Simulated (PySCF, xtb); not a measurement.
Mo(NH)2(OH)2 (H4MoN2O2), SMILES [NH]=[Mo](=[NH])([OH])[OH], multiplicity 1. Other conformers were not sampled.

Harmonic wavenumbers (cm⁻¹) from GFN2-xTB run with xtb at its own minimum, in rising order: 119, 153, 154, 209, 218, 267, 279, 409, 415, 462, 530, 542, 572, 617, 641, 961, 1009, 3433, 3438, 3594, 3599.

Task: What does B3LYP-D3(BJ)/def2-SVP (PySCF) give at its own minimum? (Estimate from the structure and the level; the computed values follow.)

Result: 193, 232, 239, 253, 272, 283, 326, 395, 554, 590, 661, 678, 692, 750, 758, 995, 1017, 3595, 3598, 3843, 3846. Paired by order, the mean absolute difference is 104 cm⁻¹ and the zero-point energies are 30.9 and 34.0 kcal/mol.
